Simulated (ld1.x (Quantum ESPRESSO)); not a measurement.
molybdenum TM: all-electron and pseudo phase curves

ld1.x (Quantum ESPRESSO) 7.5 input, shortened:

```
&input
   title='Mo', zed=42., rel=1, dft='PZ', iswitch=3,
   config='[Kr] 4d4 4f-2 5s2 5p0'
 /
 &inputp
   pseudotype=2, tm=.true., lloc=3,
   nlcc=.true., new_core_ps=.true., rcore=0.75
 /
4
5S  1  0   2.00   0.00  2.25  2.25  0.0
4P  2  1   6.00   0.00  1.45  1.45  0.0
4D  3  2   4.00   0.00  2.20  2.20  0.0
4F  4  3  -2.00   0.05  2.20  2.20  0.0
 &test
   configts(1)='4p6 4d4 5s2 5p0'
 /
```

The phase is arctan(r·u′/u) with u = r·R(r), unwrapped; energies in Ry, scanned from -5 to 5 Ry. A pole is an energy at which the radial function vanishes at the test radius. The pseudo phase is shifted by a multiple of π to meet the all-electron one at the reference energy, and phase errors are pseudo minus all-electron; the curves can meet again beyond the range given. Levels narrower than the energy grid can be missing from the lists of poles.

Q: For each channel, where are the poles, and over which energies does the pseudopotential scatter like the atom?

A:

```json
{"channel": "s", "radius (bohr)": "2.44", "reference energy (Ry)": "-0.37", "poles, all-electron": "-4.86, 3.49", "poles, pseudo": "-4.98, 2.25", "unbroken range about the reference energy with phases within 0.05 rad": "-4.6 to 0.5", "phase error 1 Ry above the reference energy (rad)": "-0.055"}
{"channel": "p", "radius (bohr)": "2.44", "reference energy (Ry)": "-3.02", "poles, all-electron": "-2.86, 4.87", "poles, pseudo": "-2.86, 4.06", "unbroken range about the reference energy with phases within 0.05 rad": "below 0.2", "phase error 1 Ry above the reference energy (rad)": "-0.001"}
{"channel": "d", "radius (bohr)": "2.44", "reference energy (Ry)": "-0.43", "poles, all-electron": "0.24", "poles, pseudo": "0.25", "unbroken range about the reference energy with phases within 0.05 rad": "below 2.8", "phase error 1 Ry above the reference energy (rad)": "+0.002"}
{"channel": "f", "radius (bohr)": "2.44", "reference energy (Ry)": "0.05", "poles, all-electron": "3.43", "poles, pseudo": "3.65", "unbroken range about the reference energy with phases within 0.05 rad": "below 4.1", "phase error 1 Ry above the reference energy (rad)": "+0.003"}
```

Note: ghost state, extra bound levels that the all-electron valence spectrum of the same l lacks: s at -68.2 eV. A true bound ghost makes a file unfit for plane-wave use.

Phases in the p channel:

```
E (Ry)  all-electron  pseudo
 -5.00         1.354   1.354
 -4.48         1.329   1.329
 -3.96         1.283   1.283
 -3.44         1.114   1.113
 -2.92        -1.512  -1.512
 -2.40        -1.732  -1.732
 -1.88        -1.798  -1.799
 -1.36        -1.853  -1.856
 -0.84        -1.921  -1.927
 -0.32        -2.021  -2.036
  0.20        -2.202  -2.247
  0.72        -2.609  -2.768
  1.24        -3.447  -3.712
  1.76        -4.098  -4.247
  2.28        -4.374  -4.463
  2.80        -4.508  -4.574
  3.32        -4.587  -4.644
  3.84        -4.640  -4.694
  4.36        -4.680  -4.736
  4.88        -4.713  -4.775
```
